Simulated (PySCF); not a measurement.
FGeH3Zn, SMILES [F][Zn][GeH3]. Geometry: PBE0-D3(BJ)/def2-SVP. The structure was generated by enumeration; whether it is a known compound was not checked.

Method: PySCF 2.14.0 with PBE0-D3(BJ)/def2-SVP.

Harmonic wavenumbers (cm⁻¹): 105, 105, 244, 428, 428, 688, 793, 888, 888, 2143, 2151, 2151. Rotational constants (GHz): 80.95, 1.413, 1.413; symmetry number 3.

Question: Work out the zero-point energy and the ideal-gas rigid-rotor harmonic-oscillator thermochemistry at 298.15 K and 1 atm.

Answer: ZPE = ½ Σ hcν = ½ × 11012 cm⁻¹ = 15.74 kcal/mol. H − E(el) = 19.88 kcal/mol. Entropy in cal/(mol K): translation 41.12, rotation 22.92, vibration 11.05, total 75.09. G − E(el) = -2.50 kcal/mol. Cp = 19.00 cal/(mol K). Modes under 150 cm⁻¹ make the vibrational entropy uncertain.
